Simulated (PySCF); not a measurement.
Identify the unknown among the candidates.

All candidates are C6H15NSi.

| technique | computed result |
| --- | --- |
| UV, first state | lowest singlet excitation: 5.21 eV (238 nm, f = 0.007) [TDDFT B3LYP/def2-SVPD] |
| Polarisability | 105.9 au [B3LYP/def2-SVPD] |
| NMR, other nuclei | isotropic shieldings of nuclei other than C and H, by class: 221 (1 N), 353 (1 Si) ppm [GIAO B3LYP/pcSseg-1] |
| 13C NMR | chemical shifts (computed TMS as zero) by class: 50.6 (2 C), 31.4 (2 C), -1.6 (2 C) ppm [GIAO B3LYP/pcSseg-1] |
| Rotational structure | rotational constants A, B, C: 2.990, 1.109, 0.879 GHz [PBE0-D3(BJ)/def2-SVP] |
| 1H NMR | chemical shifts (computed TMS as zero) by class: 4.75 (1 H), 2.95 (4 H), 1.65 (4 H), 0.21 (6 H) ppm [GIAO B3LYP/pcSseg-1] |
| XPS | Si2p3/2 106.0, C1s 289.8 (×2), C1s 290.4 (×2), C1s 291.1 (×2), N1s 403.6, Si1s 1845.9 eV [ΔSCF SCAN, pcX-2 on the ionised atom, pcseg-1 elsewhere, spin-free X2C, 2p3/2 from a spin–orbit splitting computed afterwards within the 2p shell] |

Gas-phase values; electronic properties from PySCF, density fitting. Levels stand in brackets. Geometry: PBE0-D3(BJ)/def2-SVP, one conformer, isolated molecule. Each NMR value is the plain mean over a class of atoms that symmetry, rotation or inversion makes alike.

Task: Which candidate is it?
A. `CCCN1CCC[SiH2]1`
B. `CC(C)[C@@H]1CN[SiH2]C1`
C. `C/N=C\[SiH2]C(C)(C)C`
D. `[H][Si](C)(C)N1CCCC1`
E. `CC(C)[C@@H]1CCN[SiH2]1`

Result: D. It is `[H][Si](C)(C)N1CCCC1`. 6 carbons fall into 3 classes; from least to most shielded: carbon bonded to C, N and 2 H (50.6 ppm, 2 C), carbon bonded to 2 C and 2 H (31.4 ppm, 2 C), carbon bonded to Si and 3 H (-1.6 ppm, 2 C). Hydrogen classes from least to most shielded: 1 H on a silicon bonded to 2 C, N and H (4.75 ppm), 4 H on 2 like atoms (carbon bonded to C, N and 2 H) (2.95 ppm), 4 H on 2 like atoms (carbon bonded to 2 C and 2 H) (1.65 ppm), 6 H on 2 like atoms (carbon bonded to Si and 3 H) (0.21 ppm, a mean of values up to 0.6 ppm apart in this geometry). The other shieldings belong to: 221 ppm, nitrogen bonded to 2 C and Si; 353 ppm, silicon bonded to 2 C, N and H. The core levels belong to: Si2p3/2 106.0 eV, silicon bonded to 2 C, N and H; C1s 289.8 eV, carbon bonded to Si and 3 H; C1s 290.4 eV, carbon bonded to 2 C and 2 H; C1s 291.1 eV, carbon bonded to C, N and 2 H; N1s 403.6 eV, nitrogen bonded to 2 C and Si; Si1s 1845.9 eV, silicon bonded to 2 C, N and H. One atom of each topological class was ionised and stands for its class. The optimised geometry has point group C1 and is an asymmetric top.

The others, at the same levels:
- `CC(C)[C@@H]1CCN[SiH2]1` fails: its computed core binding energies are Si2p3/2 106.3, C1s 289.7, C1s 290.3, C1s 290.3, C1s 290.4, C1s 290.4, C1s 291.3, N1s 404.0, Si1s 1846.1 eV and rotational constant A is 2.847 GHz (against 2.990 GHz).
- `CC(C)[C@@H]1CN[SiH2]C1` fails: its computed core binding energies are Si2p3/2 106.3, C1s 289.8, C1s 290.3, C1s 290.3, C1s 290.3, C1s 290.4, C1s 291.1, N1s 404.0, Si1s 1846.2 eV, rotational constant A is 3.321 GHz (against 2.990 GHz) and smallest rotational constant is 0.835 GHz (against 0.879 GHz).
- `CCCN1CCC[SiH2]1` fails: its computed core binding energies are Si2p3/2 106.3, C1s 289.9, C1s 290.3, C1s 290.3, C1s 290.5, C1s 291.1, C1s 291.1, N1s 403.8, Si1s 1846.2 eV, rotational constant A is 2.870 GHz (against 2.990 GHz) and smallest rotational constant is 0.970 GHz (against 0.879 GHz).
- `C/N=C\[SiH2]C(C)(C)C` fails: it has 4 carbon classes against 3; its computed 13C shifts are 177.6 (1 C), 52.8 (1 C), 28.9 (3 C), 17.6 (1 C) ppm, core binding energies are Si2p3/2 106.2, C1s 290.2, C1s 290.5 (×3), C1s 290.9, C1s 291.3, N1s 404.5, Si1s 1845.9 eV and 1H shifts are 8.41 (1 H), 4.18 (2 H), 3.68 (3 H), 1.11 (9 H) ppm.

Each candidate is one conformer, not necessarily the lowest. Dipoles, sizes and rotational constants follow the conformer. The torsions of the flexible species, by atom-mapped SMILES:
- `[CH3:1]/[N:2]=[CH:3]\[SiH2:4][C:5]([CH3:6])([CH3:7])[CH3:8]`: N2–C3–Si4–C5 179°, C3–Si4–C5–C6 180°

The conformers of `CC(C)[C@@H]1CCN[SiH2]1`, `CC(C)[C@@H]1CN[SiH2]C1` and `CCCN1CCC[SiH2]1` aren't listed.
